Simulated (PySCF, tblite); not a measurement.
Isomers of C4H9O2P, one GFN2-xTB conformer each. Single-point energies are computed at PBE0/pcSseg-1 (PySCF, gas phase, no added dispersion term), electronic only.

```tsv
SMILES	GFN2-xTB relative energy (kcal/mol)
CC(=O)P(C)CO	51.8
O=[PH]1CCOCC1	1.5
C=CC[P@@](C)(=O)O	0.0
C=C[P@](C)(=O)CO	30.8
```

Conformers: `[CH3:1][C:2](=[O:3])[P:4]([CH3:5])[CH2:6][OH:7]` with C1–C2–P4–C5 -78°, C2–P4–C6–O7 52°, P4–C6–O7–H -68°; `[O:1]=[PH:2]1[CH2:3][CH2:4][O:5][CH2:6][CH2:7]1` with O1–P2–C3–C4 69°, P2–C3–C4–O5 63°, C3–C4–O5–C6 -70°, C4–O5–C6–C7 70°; `[CH2:1]=[CH:2][CH2:3][P@@:4]([CH3:5])(=[O:6])[OH:7]` with C1–C2–C3–P4 115°, C2–C3–P4–C5 -67°, C3–P4–O7–H -123°; `[CH2:1]=[CH:2][P@:3]([CH3:4])(=[O:5])[CH2:6][OH:7]` with C1–C2–P3–C4 126°, C2–P3–C6–O7 176°, P3–C6–O7–H -47°.

Q: What does PBE0/pcSseg-1 give for the same structures?

A: 
```csv
SMILES,PBE0/pcSseg-1 E (Eh),PBE0/pcSseg-1 (kcal/mol),GFN2-xTB (kcal/mol),point group
C=CC[P@@](C)(=O)O,-649.15039,0.0,0.0,C1
O=[PH]1CCOCC1,-649.12110,18.4,1.5,Cs
C=C[P@](C)(=O)CO,-649.10709,27.2,30.8,C1
CC(=O)P(C)CO,-649.10541,28.2,51.8,C1
```

Both levels put the same isomer lowest; measured from each level's own lowest isomer, the values differ by up to 23.6 kcal/mol (CC(=O)P(C)CO: 51.8 against 28.2). As drawn, the lowest has a P=O bond and a C=C bond outside aromatic rings, which the highest lacks; the highest has a C=O bond, which the lowest lacks. Neighbours under 2.5 kcal/mol apart (C=C[P@](C)(=O)CO and CC(=O)P(C)CO) can change places with a better method, another conformer or zero-point energy.

Q: Which frontier levels, dipoles and rotational constants go with these structures?

A: 
| SMILES | HOMO (eV, PBE0/pcSseg-1) | LUMO (eV) | dipole (D) | A, B, C (MHz) |
| --- | --- | --- | --- | --- |
| C=CC[P@@](C)(=O)O | -7.46 | -0.08 | 2.47 | 3663, 1438, 1384 |
| O=[PH]1CCOCC1 | -7.61 | 0.99 | 2.90 | 3397, 2127, 1668 |
| C=C[P@](C)(=O)CO | -7.43 | -0.80 | 3.55 | 3350, 1547, 1447 |
| CC(=O)P(C)CO | -6.74 | -1.15 | 2.40 | 2877, 1860, 1417 |

Q: What happens when harmonic zero-point energies from GFN2-xTB frequencies are added?

A: 
```tsv
SMILES	ZPE (kcal/mol)	electronic (kcal/mol)	with ZPE (kcal/mol)
C=CC[P@@](C)(=O)O	77.5	0.0	0.0
O=[PH]1CCOCC1	80.2	18.4	21.0
C=C[P@](C)(=O)CO	77.4	27.2	27.1
CC(=O)P(C)CO	77.9	28.2	28.6
```

The zero-point energies span 2.8 kcal/mol. The order is unchanged.
